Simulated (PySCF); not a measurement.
**Energy of W(2+) (tungsten, charge +2) between two integer charges**

The 5d alpha orbital of [Xe] 4f14 5d4 is emptied in steps (occupation f), with all orbitals relaxed, ending at [Xe] 4f14 5d3. All numbers are calculated (PySCF 2.14, scalar relativity through the core potential, in aug-cc-pVDZ-PP with ECP60MDF (5s5p4d2f, 54 functions)). The exact energy is a straight line in f; departures are measured from the line between the end points of the same method.

```tsv
f	BHandHLYP (eV)	wB97X (eV)	CAM-B3LYP (eV)
1	0.000	0.000	0.000
0.9	-0.215	-0.115	-0.221
0.7	-0.503	-0.267	-0.520
0.5	-0.600	-0.315	-0.623
0.3	-0.506	-0.261	-0.525
0.1	-0.218	-0.109	-0.226
0	0.000	0.000	0.000
```

```
   method  E(f=0) − E(f=1) (eV)  −ε at f=1 (eV)  −ε at f=0.5 (eV)
BHandHLYP                25.566          23.185            25.557
    wB97X                25.438          24.165            25.454
CAM-B3LYP                25.809          23.359            25.794
```

Orbital energy along the path (eV):

| f | BHandHLYP | wB97X | CAM-B3LYP |
| --- | --- | --- | --- |
| 1 | -23.185 | -24.165 | -23.359 |
| 0.9 | -23.653 | -24.420 | -23.833 |
| 0.7 | -24.600 | -24.937 | -24.803 |
| 0.5 | -25.557 | -25.454 | -25.794 |
| 0.3 | -26.521 | -25.958 | -26.798 |
| 0.1 | -27.493 | -26.423 | -27.814 |
| 0 | -27.998 | -26.639 | -28.335 |

Reference removal energy between the ground levels: 26 ± 0.4 eV (semi-empirical (NIST evaluation); NIST Atomic Spectra Database, ionization energies). The calculation has no spin-orbit coupling. The determinant left behind need not be the lowest term of the ion.
